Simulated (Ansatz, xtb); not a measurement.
Ranking isomers of H5NOSiZn

3 gas-phase structures of H5NOSiZn, from a drawn sample of its isomers (lower ones may exist). Each was relaxed with GFN2-xTB; where two conformers were screened, the lower at r2SCAN-D4/def2-SVP is listed:

A. the triplet with the links of `[NH2][Zn][O][SiH3]`
B. `[NH2][Zn][O][SiH3]`, a singlet
C. a singlet given by its coordinates

C (Å):

```xyz
9

N    -0.9909    1.7951    0.2205
O     0.5055   -0.2627    0.6547
Si   -0.4535    0.3428   -0.5151
Zn    0.7811   -1.9524   -0.8224
H    -0.7481    2.1302    1.1437
H    -1.6146    2.4309   -0.2448
H     2.0770   -1.6572   -1.5438
H     0.6343    0.1979    1.4903
H    -0.1908   -3.0246   -0.3830
```

Close contacts (Å): N1–Si3 1.71, O2–Si3 1.63, O2–Zn4 2.26, Si3–Zn4 2.62, N1–H5 1.01, N1–H6 1.00, O2–H8 0.96, Zn4–H7 1.51, Zn4–H9 1.51.

Q: Make a reasoned guess at their ranking by r2SCAN-D4/def2-SVP single-point energy.

A: Calculated order at r2SCAN-D4/def2-SVP: B (0.0), C (33.4), A (69.9) kcal/mol.

Energies above the lowest of each column, in kcal/mol (a dash: not run or not comparable):

```
structure  GFN2-xTB  HF/STO-3G  r2SCAN-D4/def2-SVP
        B      16.6       68.2                 0.0
        C       0.0      184.7                33.4
        A         –        0.0                69.9
```

r2SCAN-D4/def2-SVP puts B lowest; GFN2-xTB picks C, HF/STO-3G picks A. No reliable frequencies are at hand for these structures. GFN2-xTB has no spin polarisation and isn't compared across spin states. Open shells are spin-unrestricted.

Programs: Ansatz 0.2.0, xtb 6.7.1.
